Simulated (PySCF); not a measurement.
## Complete the spectrum of C6H6NOP

Compound: C6H6NOP.
SMILES: `Cc1cpc(C=O)cn1`

Method used: PySCF, TDDFT CAM-B3LYP/def2-SVPD, vertical, gas phase, core orbitals frozen in the response. One conformer (not necessarily the lowest) at the GFN2-xTB geometry, without solvent, vibrations or thermal averaging. GFN2-xTB frequencies show an imaginary mode (51i cm⁻¹), so this geometry is no minimum at that level. Torsions of this conformer, `[CH3:1][c:2]1[cH:3][p:4][c:5]([CH:6]=[O:7])[cH:8][n:9]1`: P4–C5–C6–O7 0°.

Lowest singlets, with some entries withheld (?).

```json
{"state": "S1", "λ (nm)": "348.7", "f": "?", "main configurations (H = HOMO, L = LUMO)": "H→L (55%), H-1→L (27%)"}
{"state": "S2", "λ (nm)": "314.8", "f": "?", "main configurations (H = HOMO, L = LUMO)": "H-1→L (64%), H→L (32%)"}
{"state": "S3", "λ (nm)": "271.8", "f": "?", "main configurations (H = HOMO, L = LUMO)": "H-2→L (54%), H-3→L (28%), H-2→L+1 (12%)"}
{"state": "S4", "λ (nm)": "265.6", "f": "?", "main configurations (H = HOMO, L = LUMO)": "H→L+1 (59%), H-1→L+1 (34%)"}
{"state": "S5", "λ (nm)": "258.5", "f": "?", "main configurations (H = HOMO, L = LUMO)": "H-3→L (45%), H-2→L (39%), H-2→L+1 (12%)"}
{"state": "S6", "λ (nm)": "252.8", "f": "?", "main configurations (H = HOMO, L = LUMO)": "H-4→L (61%), H-1→L+1 (16%)"}
{"state": "S7", "λ (nm)": "227.5", "f": "?", "main configurations (H = HOMO, L = LUMO)": "H-1→L+1 (40%), H-4→L (31%), H→L+1 (19%)"}
{"state": "S8", "λ (nm)": "207.9", "f": "?", "main configurations (H = HOMO, L = LUMO)": "H-5→L (61%), H-4→L+1 (21%)"}
```

(1) What stands in place of each question mark?

(2) Which level carries the most intensity, and what share of the listed sum of f?

(3) How far apart are S1 and S2, in eV and cm⁻¹?

(4) What is the mean static polarisability from the same response equations?

Results:

(1) 
- S1: f = 0.0007
- S2: f = 0.0085
- S3: f = 0.098
- S4: f = 0.0021
- S5: f = 0.063
- S6: f = 0.0047
- S7: f = 0.0003
- S8: f = 0.016

(2) S3, with f = 0.098 of 0.193, 50%.

(3) 3.938 − 3.555 = 0.383 eV, or about 3090 cm⁻¹.

(4) 104.0 au (15.41 Å³), with principal values 62.0, 106.2 and 143.8 au.
